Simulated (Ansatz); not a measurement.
Cost and result for the atomization energy of C$_{2}$H$_{7}$BS$_{2}$ (12 atoms, 12 bonds).

Cartesian coordinates in Å:
```
C -0.778 1.085 0.854
B 0.010 -0.205 1.305
S 1.897 -0.354 0.990
S 0.589 -1.511 -0.070
C 0.430 -0.715 -1.675
H -0.345 1.619 0.006
H -1.826 0.864 0.630
H -0.785 1.789 1.694
H -0.368 -0.850 2.241
H 1.319 -0.933 -2.265
H 0.307 0.358 -1.552
H -0.450 -1.146 -2.157
```

The species carries charge 0 and has multiplicity 1. The bonds changed during the relaxation, so this is another structure than the one it started from. The geometry is a stationary point of PBE0-D4/def2-TZVP. It is one conformer, not always the lowest. Program: Ansatz. All runs use 4 threads of an Arm Neoverse V1 on a shared host. Times are those of one run each, without the atoms' runs, and a repeat can differ threefold. Electronic energies, without spin–orbit coupling; frozen cores. CCSD(T)/CBS adds CCSD(T) − MP2 in def2-TZVPP to the MP2 limit, and its time is that of the two runs behind it. T1 = 0.012. B3LYP takes the VWN-RPA correlation (the form of Gaussian; ORCA's B3LYP/G).

CCSD(T)/CBS is a level of theory with its own doubt, some kJ/mol a heavy atom from the limit and from the frozen cores, so smaller differences don't rank the functionals.

```csv
level,functions,wall time
BLYP-D4/def2-TZVPP,275,2.9 s
PBE0-D4/def2-TZVPP,275,4 s
BHLYP-D4/def2-TZVPP,275,4.1 s
CAM-B3LYP-D4/def2-TZVPP,275,4.5 s
CCSD(T)/def2-SVP,113,6 s
r2SCAN-D4/def2-TZVPP (with forces),275,6.5 s
B3LYP-D4/def2-TZVPP (with forces),275,6.5 s
B2PLYP/def2-TZVPP,275,7 s
ωB97X-V/def2-TZVPP,275,9.5 s
B97M-V/def2-TZVPP,275,12 s
MP2/def2-QZVPP,521,33 s
CCSD(T)/def2-TZVPP,275,3.3 min
CCSD(T)/CBS(def2),–,3.9 min
```

(1) What atomization energy does each give, and how far from CCSD(T)/CBS? (Best estimate.)

Answers

(1) Ansatz gave: 
| level | atomization (kJ/mol) | difference from CCSD(T)/CBS | per bond |
| --- | --- | --- | --- |
| BLYP-D4/def2-TZVPP | 4303.2 | -11.5 | -1.0 |
| PBE0-D4/def2-TZVPP | 4368.5 | 53.8 | 4.5 |
| BHLYP-D4/def2-TZVPP | 4212.0 | -102.7 | -8.6 |
| CAM-B3LYP-D4/def2-TZVPP | 4320.4 | 5.7 | 0.5 |
| CCSD(T)/def2-SVP | 4067.9 | -246.8 | -20.6 |
| r2SCAN-D4/def2-TZVPP (with forces) | 4363.0 | 48.3 | 4.0 |
| B3LYP-D4/def2-TZVPP (with forces) | 4320.7 | 6.0 | 0.5 |
| B2PLYP/def2-TZVPP | 4267.1 | -47.6 | -4.0 |
| ωB97X-V/def2-TZVPP | 4337.3 | 22.6 | 1.9 |
| B97M-V/def2-TZVPP | 4367.1 | 52.4 | 4.4 |
| MP2/def2-QZVPP | 4335.0 | 20.3 | 1.7 |
| CCSD(T)/def2-TZVPP | 4203.9 | -110.8 | -9.2 |
| CCSD(T)/CBS(def2) | 4314.7 | 0.0 | 0.0 |

From BLYP to BHLYP (50 % exact exchange), in def2-TZVPP and without D4, the atomization energy moves by −61.7 kJ/mol: exact exchange takes away binding that semilocal exchange gives to molecules. At CCSD(T), def2-SVP lies −246.8 kJ/mol from the extrapolated value and def2-TZVPP −110.8 kJ/mol: correlation converges slowly with the basis, and small sets miss more of it in the bonded molecule than in its fragments. Leaving LDA and LC-ωPBE aside and taking each functional with its dispersion term where it has one, the values, not all of them listed here, spread over 218.3 kJ/mol, from BHLYP-D4 to PBE-D4. LDA lies +558.8 kJ/mol from PBE without D4, its usual overbinding.
